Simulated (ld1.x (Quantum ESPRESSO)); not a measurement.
holmium (Ho): one change to a TM potential, before and after

| Property | Result |
| --- | --- |
| Element | Ho (Z = 67) |
| Generator | ld1.x (Quantum ESPRESSO) 7.5 |
| Type | norm-conserving Troullier–Martins (Kleinman–Bylander form) |
| Functional | PBE |
| Relativity | fully relativistic |
| Frozen core | [Xe] 4f10 |
| Valence charge | 3 |
| Reference configuration | 5d1 6s2 6p0 |
| Partial waves | 6p (bound, empty): rc 3.80 bohr; 5d (bound): rc 2.95 bohr; 6s (bound): rc 2.50 bohr |
| Local potential | the s channel |
| Core correction | none |

Open shells are filled in proportion to 2j + 1 (rel_dist='average').

All-electron outer shells of the reference configuration (PBE, scalar-relativistic, ld1.x):

| shell | level (eV) | outermost node (bohr) | outermost maximum (bohr) |
| --- | --- | --- | --- |
| 5p | -29.13 | 0.66 | 1.28 |
| 4f | -9.36 | – | 0.52 |
| 6s | -4.34 | 1.52 | 3.26 |
| 5d | -2.20 | 0.74 | 1.91 |
| 6p | -1.33 | 1.84 | 4.46 |

Change: all radii scaled by about 0.91 (s 2.26, p 3.44, d 2.68 bohr).

Cutoffs: the cutoffs (Ry, on a coarse ladder) from which the occupation-weighted sum of valence levels, in a spherical-Bessel basis at the reference potential, stays within 10 and 1 mRy of its value at 400 Ry; they do not see the model core or the augmentation charge, which bear on the density cutoff. Errors are all-electron minus pseudo energies relative to the spin-unpolarised reference configuration.

Question: Predict the effect on cutoff, ghosts and configuration errors.

Answer: The potential gets harder (15 Ry and 25 Ry → 18 Ry and 40 Ry); of the 7 tests that both files solve, the error grows in 7 and shrinks in 0 by more than 15 % and 0.3 meV (median size 36.4 → 105.8 meV); neither file shows a bound ghost. A smaller radius makes the pseudo-wave follow the all-electron one further in, where it bends more sharply, so more plane waves are needed. That the errors move this way runs against the usual rule that smaller radii transfer better.

```csv
quantity,base,changed
"cutoff, loose",15 Ry,18 Ry
"cutoff, tight",25 Ry,40 Ry
loose cutoff by channel (10 mRy a level),"d 15 Ry, s 8 Ry","d 18 Ry, s 12 Ry"
bound ghosts,none,none
"error for 5d1 6s1 6p0, meV [ΔE 6.94 eV]",+3.6,+9.6
"error for 5d1 6s0 6p0, meV [ΔE 19.54 eV]",+193,+267
"error for 5d1 6s1.5 6p0, meV [ΔE 2.80 eV]",-0.2,+1.0
"error for 5d0 6s2 6p0, meV [ΔE 5.73 eV]",+209,+426
"error for 5d1.5 6s1.5 6p0, meV [ΔE 1.11 eV]",+18,+34
"error for 5d1 6s0 6p1, meV [ΔE 10.77 eV]",+36,+106
"error for 5d2 6s1 6p0, meV [ΔE 2.28 eV]",+58,+118
```
